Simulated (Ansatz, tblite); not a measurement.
Removing an electron: [AuF4]- (AuF4⁻). Charge -1, multiplicity 1. Geometry: PBE0-D4/def2-SVPD. Ansatz, gas phase; energy differences of separate SCF runs; the oxidised species was run as a doublet alone.

```xyz
5

Au    0.000    0.000    0.000
F    -0.442   -0.121    1.878
F     1.125    1.530    0.363
F     0.442    0.121   -1.878
F    -1.125   -1.530   -0.363
```

In the def2 sets Au takes a core potential; there is no spin–orbit coupling. The xTB rows come from tblite. LC-ωPBE has ω = 0.4 bohr⁻¹. HSE06 is defined as in plane-wave codes, on full-range PBE exchange. Correlated methods freeze 4 core orbitals; core or outer-core shells of Au are correlated, in sets that lack core-valence functions. The rows differ in basis, and correlated rows in double-zeta sets carry the largest basis error. In CCSD on the charge 0 doublet the largest single amplitude is 0.73, so its Hartree–Fock determinant may place the open shell otherwise than the density functionals do.

```csv
level,−HOMO (eV),vertical IE (eV),−LUMO (eV),HOMO–LUMO gap (eV),remarks
GFN1-xTB,6.35,9.72,3.10,3.25,–
revPBE-D4/def2-TZVPD,2.10,5.55,-0.76,2.86,–
r2SCAN-D4/def2-TZVPD,2.58,5.94,-0.69,3.27,–
r2SCANh-D4/def2-TZVPD,3.35,6.28,-1.03,4.38,–
PBE0-D4/def2-TZVPD,4.19,6.55,-1.57,5.76,–
CCSD/def2-SVPD,–,7.54,–,–,large T1 (0.090) (doublet)
```

Estimate the rows for GFN2-xTB, PBE-D4/def2-TZVPD, HSE06-D4/def2-TZVPD, LC-ωPBE/def2-TZVPD, B2PLYP/def2-TZVPD, CCSD(T)/def2-SVPD.


| level | −HOMO (eV) | vertical IE (eV) | −LUMO (eV) | HOMO–LUMO gap (eV) | remarks |
| --- | --- | --- | --- | --- | --- |
| GFN2-xTB | 7.76 | 11.30 | 4.63 | 3.13 | – |
| PBE-D4/def2-TZVPD | 2.19 | 5.63 | -0.65 | 2.84 | – |
| HSE06-D4/def2-TZVPD | 3.78 | 6.52 | -1.19 | 4.97 | – |
| LC-ωPBE/def2-TZVPD | 7.10 | 7.04 | -3.77 | 10.87 | – |
| B2PLYP/def2-TZVPD | – | 6.39 | – | – | test for broken spin undecided (-1 singlet) |
| CCSD(T)/def2-SVPD | – | 7.15 | – | – | large T1 (0.090) (doublet) |

Relaxing the oxidised species (PBE0-D4/def2-SVPD) changes its energy by -0.26 eV at PBE0-D4/def2-TZVPD, so the adiabatic ionisation energy to this nearest minimum is 6.28 eV. At PBE-D4/def2-TZVPD it is 5.61 eV.  Run but left out: HF/def2-SVPD, MP2/def2-SVPD (neutral doublet: a determinant that CCSD turns far, T1 0.090).  Raw xTB energy differences between charge states are shifted by several eV; the methods need an empirical correction for them.
